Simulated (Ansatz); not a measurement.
Wavefunction ladder for Cl3GeHS (`[SH][Ge]([Cl])([Cl])[Cl]`)

Z-matrix (Å, degrees):
```
Ge
Cl 1 2.123
Cl 1 2.129 2 109.1
S 1 2.188 2 107.1 3 121.9
Cl 1 2.129 2 109.1 3 -116.2
H 4 1.346 1 92.3 2 179.4
```

The species carries charge 0 and has multiplicity 1. Correlated methods include outer-core shells of Ge, which these sets cover unevenly. Scalar relativity is left out up to krypton. All single points use the PBE0-D4/def2-TZVP geometry. It is one conformer, not always the lowest. Frozen core, restricted reference, Ansatz 0.2.0.

| basis | HF (Eh) | MP2 corr. |
| --- | --- | --- |
| def2-SVP | -3851.31901 | -0.74534 |
| def2-TZVPP | -3852.20175 | -0.98272 |
| def2-QZVPP | -3852.29250 | -1.32062 |

**Question.** Estimate the CCSD correlation energy and the (T) correction in each basis where they were run (hartree).

**Answer.** 
```json
{"basis": "def2-SVP", "CCSD corr.": "-0.78612", "(T)": "-0.02065"}
{"basis": "def2-TZVPP", "CCSD corr.": "-1.03732", "(T)": "-0.04683"}
```
